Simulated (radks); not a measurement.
The mean radii <r> (bohr) of the occupied orbitals of an atom or ion are listed with their occupations. Method: Dirac Kohn-Sham, B86b exchange with PBE correlation, spin-unpolarised, spherical densities, point nucleus; computed with a radial shooting solver on a logarithmic mesh with Libxc functionals.

orbital  occ.      <r>
1s1/2       2  0.07683
2s1/2       2   0.3635
2p1/2       2   0.3252
2p3/2       4   0.3277
3s1/2       2    1.096
3p1/2       2    1.156
3p3/2       2    1.162

Name the element and its charge. Open shells, if any, fill j = l - 1/2 first.

Answer. Z = 20, calcium, charge +4: Ca4+ in [Ne] 3s2 3p4. The 1s radius gives Z: for a bare nucleus <r> = (2 gamma + 1)/(2Z) with gamma = sqrt(1 - (Z/c)^2), 0.07446 bohr for Z = 20, and screening makes it slightly larger (0.07683 here). The occupations add up to 16, and the charge is Z minus that.
